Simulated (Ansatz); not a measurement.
## Molecular dynamics of CH₅FO₂Si

input.yaml

```yaml
crystal:
  periodic: [false, false, false]
  atoms:
    - { symbol: Si, position_ang: [0.021224, -0.066493, -0.02693] }
    - { symbol: F, position_ang: [-0.143852, 0.125576, 1.607682] }
    - { symbol: C, position_ang: [1.79431, 0.006704, -0.638073] }
    - { symbol: H, position_ang: [2.203984, -1.006767, -0.779093] }
    - { symbol: H, position_ang: [1.849595, 0.533201, -1.605101] }
    - { symbol: H, position_ang: [2.447648, 0.540445, 0.0718] }
    - { symbol: O, position_ang: [-0.81787, 1.233711, -0.79098] }
    - { symbol: H, position_ang: [-1.744622, 1.227824, -0.330143] }
    - { symbol: O, position_ang: [-0.565238, -1.637798, -0.43232] }
    - { symbol: H, position_ang: [-1.52098, -1.652803, -0.035444] }
basis:
  gaussian: { orbitals: STO-3G }
hamiltonian:
  xc: pbe
  dispersion: d4
md:
  timestep: 1.0
  n_steps: 250
  ensemble: nve
  temperature: 3000.0
  initial_velocities: maxwell_boltzmann
  seed: 930322
```

Launched with:

```bash
$ ansatz run input.yaml --threads 1 --pin off --max-ram 2048MiB --backend cpu --events-out ev --progress --plain --runs-dir out
```

It starts from a relaxed structure.

Output, in part (step lines, the closing report, with atoms numbered from 0):

```
md step     0: t =     0.00 fs  T =  3000.0 K  F+E_penalty+E_count = -15595.08940237 eV  E_kin = 3.102240 eV  conserved = -15591.98716239 eV  (23 SCF iters)
[... lines left out ...]
Total energy: -15593.92777933 eV, -573.0662759464 hartree
Atom 0 at     0.141778    -0.199029    -0.122930 Å, force    -2.423310     2.443924     1.569890 eV/Å
Atom 1 at    -0.012192     0.562905     1.396234 Å, force     0.968190    -0.762006    -0.592378 eV/Å
Atom 2 at     1.918965     0.189152    -0.707331 Å, force     0.344284    -1.542387     7.247538 eV/Å
Atom 3 at     2.648522    -0.618945    -0.361386 Å, force    -0.869046     0.914313    -0.254236 eV/Å
Atom 4 at     2.069510     0.282182    -1.687360 Å, force     0.539052     1.108263    -5.440155 eV/Å
Atom 5 at     2.156664     1.112644    -0.073011 Å, force     0.010774    -0.941831    -1.369959 eV/Å
Atom 6 at    -1.141651     0.740197    -0.844053 Å, force     0.031476    -1.098652    -1.223750 eV/Å
Atom 7 at    -0.986276     1.686508    -0.509129 Å, force     0.446692     0.683879     0.332083 eV/Å
Atom 8 at    -0.855171    -1.605630     0.050912 Å, force     1.072967    -0.431021    -0.245911 eV/Å
Atom 9 at    -0.237624    -2.221862     0.610706 Å, force    -0.121078    -0.374482    -0.023123 eV/Å
Dipole moment:     0.572627    -0.101777     0.044205 e Å
```

The steps, from the saved trajectory:

```tsv
time (fs)	T (K)	potential energy less start (eV)	conserved less start (meV/atom)
0.0	3000	0.000	0.00
8.0	1604	1.488	4.46
16.0	1548	1.529	2.74
24.0	1260	1.824	2.44
32.0	1216	1.874	2.90
40.0	2159	0.868	-0.23
48.0	1541	1.550	4.12
56.0	1787	1.285	3.08
64.0	2088	0.948	0.44
72.0	1500	1.592	4.12
80.0	1794	1.248	0.16
88.0	1257	1.835	3.30
96.0	1423	1.667	3.62
104.0	1964	1.070	-0.08
112.0	1895	1.182	3.95
120.0	1696	1.371	2.25
128.0	1484	1.588	1.97
136.0	1576	1.513	4.04
144.0	1581	1.467	-0.10
152.0	1667	1.412	3.42
160.0	1500	1.583	3.22
168.0	2315	0.711	0.26
176.0	2008	1.072	4.68
184.0	1545	1.512	0.73
192.0	1380	1.714	3.94
200.0	1300	1.781	2.28
208.0	1854	1.188	0.33
216.0	1850	1.215	2.58
224.0	1369	1.714	2.73
232.0	1853	1.213	2.67
240.0	1633	1.433	1.91
248.0	2037	1.000	0.43
```

The run went to its last step. The conserved energy stayed within 4.9 meV per atom of its start (net change 3.1 meV per atom), so there is no drift, though single steps change it by up to 45 meV in the whole system, a sign of fast motions only just resolved. The temperature averaged 0.56 of the 3000 K drawn at the start: a run that starts near a minimum puts about half its kinetic energy into the potential. A run of 0.25 ps of so small a system gives no equilibrium averages. Limits of this set-up: minimal basis.

The same pairs are bonded in the first frame and the last. Pairs count as bonded within 1.25 times the sum of covalent radii (0.12 Å more for H–H).

Last frame:

```xyz
10
Properties=species:S:1:pos:R:3
Si 0.142 -0.199 -0.123
F -0.012 0.563 1.396
C 1.919 0.189 -0.707
H 2.648 -0.619 -0.361
H 2.070 0.282 -1.687
H 2.157 1.113 -0.073
O -1.142 0.740 -0.844
H -0.986 1.687 -0.509
O -0.855 -1.606 0.051
H -0.238 -2.222 0.611
```

The run took 4 min on 1 thread of Intel(R) Xeon(R) 6975P-C (Granite Rapids), with other jobs on the host, peak memory 0.11 GiB.
